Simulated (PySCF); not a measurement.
Compound: C3H7AlO.
Structure used (PBE0-D3(BJ)/def2-SVP), in Å, numbered top down from 1:
```
atom  x, y, z in Å
C1    -2.630    0.015   -0.093
C2    -1.690   -0.863    0.273
O3    -0.378   -0.624    0.391
Al4    0.835    0.435   -0.219
C5     2.601    0.216    0.556
H6    -3.673   -0.297   -0.146
H7    -2.388    1.052   -0.344
H8    -1.962   -1.896    0.529
H9     0.432    1.461   -1.359
H10    2.943   -0.827    0.443
H11    3.352    0.871    0.088
H12    2.595    0.428    1.638
```

Method used: PBE0-D3(BJ)/def2-SVP geometry optimisation, gas phase in PySCF 2.14.0.

Masses are those of the commonest isotopes; rigid-rotor values at the optimised geometry. The values belong to one conformer with, in the numbering `[CH2:1]=[CH:2][O:3][AlH:4][CH3:5]`, C1–C2–O3–Al4 -26°, C2–O3–Al4–C5 176°.

**Question.** What are A, B and C (cm⁻¹)?

**Answer.** Ia = 34.10, Ib = 281.00, Ic = 307.59 u·Å²; 505379 MHz·u·Å²/I gives 14821, 1799 and 1643 MHz, that is A = 0.49438, B = 0.05999, C = 0.05481 cm⁻¹.

**Question.** What kind of rotor is it?

**Answer.** A near-prolate asymmetric top. Ray's parameter κ = (2B − A − C)/(A − C) = -0.976; −1 is the prolate and +1 the oblate limit.

**Question.** What does the inertial defect say?

**Answer.** Not planar: Δ = Ic − Ia − Ib = -7.51 u·Å². For a rigid frame Δ = −2 Σ m c², so Σ m c² = 3.75 u·Å² lies off the ab plane: 2.38 from hydrogen and 1.37 from heavier atoms. The atom farthest from that plane is 1.19 Å away.

**Question.** Give the other two planar moments, Paa and Pbb, and the rms extents of the mass along the axes.

**Answer.** Paa = Σ m a² = (Ib + Ic − Ia)/2 = 277.24 and Pbb = Σ m b² = (Ia + Ic − Ib)/2 = 30.34 u·Å². With the mass M = 86.03 u, the rms extents √(P/M) along a, b and c are 1.80, 0.59, 0.21 Å.

**Question.** List the rotational levels J(Ka,Kc) to J = 4 (MHz).

**Answer.** Above 0(0,0):
J = 1: 1(0,1) 3442, 1(1,1) 16464, 1(1,0) 16620
J = 2: 2(0,2) 10323, 2(1,2) 23192, 2(1,1) 23658, 2(2,1) 62726, 2(2,0) 62727
J = 3: 3(0,3) 20642, 3(1,3) 33282, 3(1,2) 34215, 3(2,2) 73051, 3(2,1) 73058, 3(3,1) 138553, 3(3,0) 138553
J = 4: 4(0,4) 34395, 4(1,4) 46735, 4(1,3) 48290, 4(2,3) 86816, 4(2,2) 86837, 4(3,2) 152322, 4(3,1) 152322, 4(4,1) 244022, 4(4,0) 244022
Those of J = 1 are B + C, A + C and A + B.

**Question.** Which types of transition are allowed, and where do some lines up to J = 2 fall?

**Answer.** The dipole components are |μa| = 1.07 D, |μb| = 0.05 D, |μc| = 0.05 D. Intensities carry the squares of the components, which stand as 1.00 : 0.00 : 0.00 (a : b : c). Some of the stronger lines:

| type | branch | J(Ka,Kc) | MHz | lower level (cm⁻¹) |
| --- | --- | --- | --- | --- |
| a | Q | 2(1,1) ← 2(1,2) | 466 | 0.774 |
| a | R | 1(0,1) ← 0(0,0) | 3442 | 0.000 |
| a | R | 2(1,2) ← 1(1,1) | 6728 | 0.549 |
| a | R | 2(0,2) ← 1(0,1) | 6882 | 0.115 |
| a | R | 2(1,1) ← 1(1,0) | 7039 | 0.554 |

Not checked by PBE0-D3(BJ)/def2-SVP frequencies. Zero-point vibration and centrifugal distortion are left out. A rigid rotor knows nothing of internal rotation, which can split or shift real lines. Quadrupole hyperfine structure (27Al) is left out.
